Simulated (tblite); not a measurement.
C6H10ClSi (doublet state).
SMILES with atom numbers: `[CH2:1]=[C:2]([Cl:3])/[CH:4]=[CH:5]/[CH:6][CH2:7][SiH3:8]` (hydrogens: H9, H10 on C1; H11 on C4; H12 on C5; H13 on C6; H14, H15 on C7; H16, H17, H18 on Si8)

Structure used (GFN2-xTB), in Å, numbered top down from 1:
```
atom  x, y, z in Å
C1     3.177   -1.595   -1.654
C2     2.433   -1.091   -0.646
Cl3    2.958   -1.419    0.984
C4     1.265   -0.321   -0.811
C5     0.475    0.197    0.211
C6    -0.636    0.962    0.002
C7    -1.496    1.473    1.077
Si8   -3.007    0.298    1.299
H9     2.892   -1.421   -2.675
H10    4.062   -2.176   -1.473
H11    0.977   -0.125   -1.835
H12    0.768   -0.012    1.231
H13   -0.943    1.177   -1.013
H14   -0.951    1.525    2.020
H15   -1.869    2.469    0.838
H16   -3.849    0.841    2.367
H17   -2.514   -1.032    1.647
H18   -3.750    0.257    0.039
```

Method: GFN2-xTB as coded in tblite; computed harmonic values from a numerical Hessian at the method's own geometry, unscaled. Against measured fundamentals such values can be off by several per cent, at times by over 20. Modes of hydrogen on silicon can be 10 to 20 % off. One conformer, not necessarily the lowest. Open shells enter through the occupations alone, without spin polarisation, and single modes of such species can be off by tens of per cent.

Harmonic wavenumbers (cm⁻¹): 36.2, 58.6, 100.7, 131.8, 139.3, 202.8, 270.9, 298.7, 334.0, 448.3, 497.7, 508.8, 518.6, 550.2, 587.4, 641.9, 685.9, 761.5, 765.6, 775.0, 777.4, 782.1, 787.1, 809.0, 955.7, 974.8, 1049.8, 1143.0, 1158.4, 1214.1, 1216.3, 1259.1, 1277.4, 1358.0, 1433.3, 1454.2, 1485.6, 1570.2, 2263.9, 2273.6, 2295.2, 2977.9, 2990.2, 3057.6, 3063.8, 3075.8, 3121.4, 3162.2.

A = 3188, B = 490.5, C = 458.5 MHz; mass 145.024 u (most abundant isotopes); point group C1, symmetry number 1; spin multiplicity 2.

**Question.** Zero-point energy?

**Answer.** Half the sum of the wavenumbers: 28650 cm⁻¹ = 81.92 kcal/mol.

**Question.** Entropy at 298.15 K, 1 bar (ideal gas, RRHO, classical rotation)?

**Answer.** Translation 40.85, rotation 30.48, vibration 32.11, spin (R ln 2) 1.38: S = 104.8 cal/(mol K).

**Question.** And Cp and H(298.15 K) − H(0)?

**Answer.** Cp = 41.20 cal/(mol K), of which vibrations give 33.25 (their classical limit is 48 R = 95.4); H(298.15 K) − H(0) = 7.35 kcal/mol without the zero-point energy, 4.98 from vibrations.

**Question.** Blend soft modes into free rotors: weight 1/[1 + (100 cm⁻¹/ν̃)⁴] for the oscillator and the rest for a rotor with moment μB/(μ + B), μ = h/(8π²ν), B = 10⁻⁴⁴ kg m². What vibrational entropy results?

**Answer.** 29.13 cal/(mol K) in place of 32.11, which changes −T·S at 298.15 K by +0.89 kcal/mol.

**Question.** How do the functions run with temperature in this model?

**Answer.** 
| T (K) | S (cal/(mol K)) | Cp (cal/(mol K)) | H − H(0) (kcal/mol) | G − H(0) (kcal/mol) | ln q(vib) |
| --- | --- | --- | --- | --- | --- |
| 100 | 74.0 | 19.4 | 1.37 | -6.03 | 2.14 |
| 200 | 90.7 | 30.3 | 3.83 | -14.30 | 4.99 |
| 300 | 105.1 | 41.4 | 7.43 | -24.10 | 7.81 |
| 500 | 130.6 | 58.6 | 17.55 | -47.73 | 13.38 |
| 800 | 161.8 | 74.1 | 37.68 | -91.78 | 21.19 |
| 1000 | 179.1 | 80.6 | 53.19 | -125.91 | 25.93 |

q(vib) and H(0) count from the zero-point level.

**Question.** What must be added to the electronic energy to get the Gibbs energy at 298.15 K and 1 bar?

**Answer.** ZPE + [H(298.15 K) − H(0)] − T·S = 81.92 + 7.35 − 31.25 = 58.02 kcal/mol.

**Question.** Which modes carry the vibrational entropy at 298.15 K?

**Answer.** 36.2 cm⁻¹: 5.46; 58.6 cm⁻¹: 4.50; 100.7 cm⁻¹: 3.44; 131.8 cm⁻¹: 2.92; 139.3 cm⁻¹: 2.81; 202.8 cm⁻¹: 2.11 cal/(mol K); the other 42 give 10.87 together.

Hindered rotation and anharmonicity are outside this model. Other conformers, if any are populated, would add a mixing term that is left out. The structure is chiral; the term R ln 2 for an equal mix with its mirror image is left out.
